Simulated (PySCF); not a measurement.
A GIAO shielding run with PySCF 2.14.0 with density-fitted response routines (density fitting, non-relativistic, gas phase) on `InChI=1S/C4H11FS2Si/c1-4(2,3-6)8(5)7/h6-8H,3H2,1-2H3/t8-/m1/s1`:

```
$ OMP_NUM_THREADS=1 python probes_run.py task.json out

{"job": {"kind": "nmr", "xc": "PBE0", "basis": "pcSseg-1"}, "charge": 0, "multiplicity": 1}
C     -0.110396     1.577829    -0.106734
C     -0.145890     0.051690     0.022845
C     -0.818990    -0.549389    -1.213595
C     -0.905697    -0.338167     1.290073
S     -2.648766     0.221282     1.344535
Si     1.628394    -0.635945     0.181565
F      2.365065     0.066557     1.435688
S      2.747791    -0.120510    -1.567986
H      0.398213     1.873958    -1.021440
H     -1.124890     1.972813    -0.135663
H      0.406150     2.028179     0.739239
H     -0.947117    -1.625517    -1.103810
H     -1.794791    -0.094358    -1.375746
H     -0.216317    -0.368348    -2.101122
H     -0.449366     0.128481     2.162590
H     -0.913850    -1.418311     1.435423
H     -3.118248    -0.667246     0.471231
H      1.724953    -2.052516     0.483880
H      3.913950    -0.041231    -0.948435
```

Hardware: 1 thread of an Arm Neoverse N1, shared host. The job also computes population analyses, field gradients.

Question: How large is the calculation?

Answer: 90 electrons, 212 basis functions and 1170 auxiliary functions.

Question: How long does it take, and how much memory does it need?

Answer: 99 s of wall time, with 14 SCF cycles and 5 response iterations; peak memory 1 GiB. Times on a shared host scatter by some tens of per cent.
